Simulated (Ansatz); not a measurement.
The same ligand exchange along the group F, Cl, Br.

Gas-phase electronic energies from Ansatz, PBE0-D4/def2-TZVP geometries. CBS: MP2 limit from def2 TZ/QZ plus the TZ coupled-cluster correction, frozen cores. This one scheme is used for every species. Functionals use def2-TZVPP. B3LYP here is the variant with VWN-RPA as its local correlation; programs differ in this. For Br outer-core shells are correlated without core-valence functions, which leaves a few kJ/mol of doubt a bond. Scalar relativity is left out up to krypton.

```json
{"reaction": "`B[SiH2]F` + `C=N` → `BN=C` + `F[SiH3]`", "B3LYP-D4 (eV)": "-1.63", "ωB97M-V (eV)": "-1.55", "ωB97X-V (eV)": "-1.47", "CCSD(T)/CBS(def2) (eV)": "-1.48"}
{"reaction": "`B[SiH2]Cl` + `C=N` → `BN=C` + `[SiH3]Cl`", "B3LYP-D4 (eV)": "-1.60", "ωB97M-V (eV)": "-1.53", "ωB97X-V (eV)": "-1.44", "CCSD(T)/CBS(def2) (eV)": "-1.44"}
{"reaction": "`B[SiH2]Br` + `C=N` → `BN=C` + `[SiH3]Br`", "B3LYP-D4 (eV)": "-1.59", "ωB97M-V (eV)": "-1.51", "ωB97X-V (eV)": "-1.43", "CCSD(T)/CBS(def2) (eV)": "-1.43"}
```

Largest T1 diagnostic: 0.016, for `BN=C`.
